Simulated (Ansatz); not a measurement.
GeH(OMe)3 (C₃H₁₀GeO₃), relaxed as a singlet with RKS B3LYP-D4/def2-SVP in Ansatz, starting from the GFN2-xTB geometry. Force threshold 0.02 eV/Å.

Start:

```xyz
17

Ge    0.063   -0.332    0.382
H     0.230   -1.319    1.521
O    -1.344    0.673    0.612
C    -1.499    1.734    1.539
H    -1.480    1.366    2.567
H    -2.471    2.186    1.335
H    -0.716    2.482    1.415
O    -0.126   -1.140   -1.148
C    -1.279   -1.808   -1.632
H    -1.467   -2.724   -1.069
H    -1.079   -2.059   -2.675
H    -2.159   -1.167   -1.574
O     1.443    0.723    0.245
C     2.719    0.397   -0.280
H     3.244   -0.305    0.371
H     3.282    1.330   -0.331
H     2.637   -0.035   -1.277
```

| step | energy (eV) | largest force component (eV/Å) | SCF passes |
| --- | --- | --- | --- |
| 1 | -65921.7210 | 0.853 | 15 |
| 2 | -65921.7909 | 0.389 | 20 |
| 3 | -65921.8138 | 0.060 | 18 |
| 4 | -65921.8163 | 0.137 | 19 |
| 5 | -65921.8183 | 0.019 | 18 |
| 6 | -65921.8198 | 0.042 | 18 |
| 7 (rejected) | -65921.7974 | 0.469 | 19 |
| 8 | -65921.8206 | 0.053 | 19 |
| 9 | -65921.8232 | 0.164 | 17 |
| 10 | -65921.8250 | 0.120 | 19 |
| 11 | -65921.8279 | 0.079 | 18 |
| 13 | -65921.8322 | 0.119 | 20 |
| 15 | -65921.8356 | 0.262 | 18 |
| 17 | -65921.8396 | 0.086 | 14 |
| 19 (rejected) | -65921.8338 | 0.481 | 19 |
| 21 | -65921.8459 | 0.165 | 19 |
| 23 | -65921.8528 | 0.268 | 19 |
| 25 | -65921.8716 | 0.170 | 18 |
| 27 | -65921.8776 | 0.094 | 19 |
| 29 (rejected) | -65921.8872 | 0.310 | 18 |
| 31 | -65921.8933 | 0.100 | 19 |
| 33 | -65921.8964 | 0.090 | 19 |
| 35 | -65921.8987 | 0.077 | 18 |
| 37 | -65921.8996 | 0.011 | 19 |

Force components are those of the run's own axes.

End:

Cartesian coordinates in Å:
```
Ge 0.088 -0.642 0.815
H 0.704 -1.443 1.967
O -1.385 0.235 1.239
C -1.465 1.641 1.381
H -1.231 1.955 2.415
H -2.500 1.951 1.158
H -0.783 2.173 0.697
O -0.318 -1.822 -0.439
C -1.089 -1.449 -1.566
H -1.343 -2.363 -2.127
H -0.532 -0.774 -2.243
H -2.028 -0.945 -1.275
O 1.173 0.611 0.163
C 2.414 0.276 -0.422
H 3.111 -0.184 0.305
H 2.881 1.201 -0.797
H 2.302 -0.422 -1.272
```

By distances, no bond broke or formed. The bond that changes most is Ge1–O13, from 1.74 to 1.78 Å (atoms count from 1).

The force fell under the threshold at step 5, but the optimiser went on and released 0.081 eV more. No frequencies were taken in this run, so the end may be a saddle point.

Hardware: 4 threads of Intel Xeon on a shared host. Wall time 4 min.
